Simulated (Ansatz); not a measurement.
Frontier orbitals of CH5BOSi (`[SiH3]B1CO1`).

Z-matrix (Å, degrees):
```
Si
B 1 1.997
H 1 1.488 2 108.8
H 1 1.487 2 108.8 3 117.9
H 1 1.486 2 112.3 3 -121.0
C 2 1.520 1 158.1 3 -59.0
O 2 1.332 1 139.4 3 121.0
H 6 1.086 2 122.1 1 84.5
H 6 1.086 2 122.1 1 -84.5
```

Total charge 0; spin multiplicity 1. Geometry: relaxed with PBE0-D4/def2-TZVP. Basis def2-TZVPP, Ansatz 0.2.0.

```json
{"functional": "PBE", "HOMO (eV)": "-6.69", "LUMO (eV)": "-2.09", "gap (eV)": "4.60"}
{"functional": "revPBE", "HOMO (eV)": "-6.63", "LUMO (eV)": "-2.00", "gap (eV)": "4.63"}
{"functional": "r2SCAN", "HOMO (eV)": "-6.91", "LUMO (eV)": "-1.84", "gap (eV)": "5.07"}
{"functional": "B97M-V", "HOMO (eV)": "-7.02", "LUMO (eV)": "-1.92", "gap (eV)": "5.10"}
{"functional": "PBE0", "HOMO (eV)": "-7.97", "LUMO (eV)": "-1.14", "gap (eV)": "6.83"}
{"functional": "BHLYP", "HOMO (eV)": "-9.15", "LUMO (eV)": "-0.10", "gap (eV)": "9.05"}
{"functional": "ωB97M-V", "HOMO (eV)": "-10.20", "LUMO (eV)": "0.85", "gap (eV)": "11.05"}
```

Against PBE, PBE0 changes HOMO and LUMO by −1.28 and +0.95 eV, ωB97M-V by −3.51 and +2.94 eV. A gap of 4.60 eV thus becomes 11.05 eV for the same molecule, so an orbital gap means little without its functional. A positive LUMO is unbound and depends on the basis.
